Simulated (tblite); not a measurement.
Species: C4H8F3NSi.
Structure used (GFN2-xTB), in Å, numbered top down from 1:
```
atom  x, y, z in Å
C1    -2.2528    0.1086   -0.5513
N2    -1.4876   -0.3593    0.5907
C3    -0.1247   -0.6749    0.2767
Si4    1.1336   -0.5455    1.6953
C5     0.8124    0.5471    0.1704
F6     0.2054    1.7744    0.3212
C7     1.7423    0.6114   -1.0132
F8     2.9314    1.1813   -0.6767
F9     2.0566   -0.6305   -1.4550
H10   -1.8206    1.0434   -0.9039
H11   -3.2757    0.2990   -0.2331
H12   -2.2641   -0.6092   -1.3856
H13   -1.9410   -1.1679    1.0040
H14    0.0194   -1.3915   -0.5408
H15    0.6048    0.0055    2.9215
H16    2.3239   -1.3673    1.6272
H17    1.3296    1.1874   -1.8573
```

Method: GFN2-xTB as coded in tblite; computed harmonic values from a numerical Hessian at the method's own geometry, unscaled. This tight-binding method is rough: wavenumbers can miss measured ones by several per cent, in bad cases by 10 to 20. Modes of hydrogen on silicon can be 10 to 20 % off. One conformer, not necessarily the lowest.

Harmonic wavenumbers (cm⁻¹): 25.2, 66.7, 116.3, 153.0, 169.4, 206.8, 236.8, 269.6, 313.8, 377.9, 403.6, 450.6, 486.3, 521.6, 530.1, 603.3, 617.4, 684.9, 737.5, 815.8, 864.8, 990.6, 1017.2, 1039.0, 1057.9, 1103.2, 1134.0, 1153.5, 1168.4, 1219.1, 1252.8, 1273.4, 1300.9, 1384.4, 1419.6, 1485.8, 1492.8, 2403.0, 2444.0, 2849.8, 2862.4, 2882.9, 3027.2, 3029.4, 3357.9.

A = 1859, B = 1011, C = 900.4 MHz; mass 155.038 u (most abundant isotopes); point group C1, symmetry number 1.

Zero-point energy?

Half the sum of the wavenumbers: 25500 cm⁻¹ = 305.05 kJ/mol.

Entropy at 400 K, 1 bar (ideal gas, RRHO, classical rotation)?

Translation 177.87, rotation 127.64, vibration 182.84: S = 488.3 J/(mol K).

And Cp and H(400 K) − H(0)?

Cp = 208.67 J/(mol K), of which vibrations give 175.41 (their classical limit is 45 R = 374.2); H(400 K) − H(0) = 50.48 kJ/mol without the zero-point energy, 37.18 from vibrations.

How do the functions run with temperature in this model?

```csv
T (K),S (J/(mol K)),Cp (J/(mol K)),H − H(0) (kJ/mol),G − H(0) (kJ/mol),ln q(vib)
50,254.1,56.0,2.18,-10.52,0.88
100,301.1,82.4,5.65,-24.46,2.22
298.15,432.7,171.0,31.09,-97.91,7.93
373.15,474.2,199.4,45.00,-131.94,10.06
500,538.3,238.9,72.91,-196.23,13.57
750,646.0,291.4,139.77,-344.73,20.02
1000,734.6,324.1,217.00,-517.64,25.85
```

q(vib) and H(0) count from the zero-point level.

Blend soft modes into free rotors: weight 1/[1 + (100 cm⁻¹/ν̃)⁴] for the oscillator and the rest for a rotor with moment μB/(μ + B), μ = h/(8π²ν), B = 10⁻⁴⁴ kg m². What vibrational entropy results?

167.45 J/(mol K) in place of 182.84, which changes −T·S at 400 K by +6.16 kJ/mol.

Which modes carry the vibrational entropy at 400 K?

25.2 cm⁻¹: 28.28; 66.7 cm⁻¹: 20.20; 116.3 cm⁻¹: 15.62; 153.0 cm⁻¹: 13.38; 169.4 cm⁻¹: 12.56; 206.8 cm⁻¹: 10.96 J/(mol K); the other 39 give 81.83 together.

What must be added to the electronic energy to get the Gibbs energy at 400 K and 1 bar?

ZPE + [H(400 K) − H(0)] − T·S = 305.05 + 50.48 − 195.34 = 160.19 kJ/mol.

Hindered rotation and anharmonicity are outside this model. Other conformers, if any are populated, would add a mixing term that is left out. The structure is chiral; the term R ln 2 for an equal mix with its mirror image is left out.

Hardware: one thread of an Arm Neoverse N1, shared host. Cost: 1.1 s of wall time. The figure is for the frequency step alone.
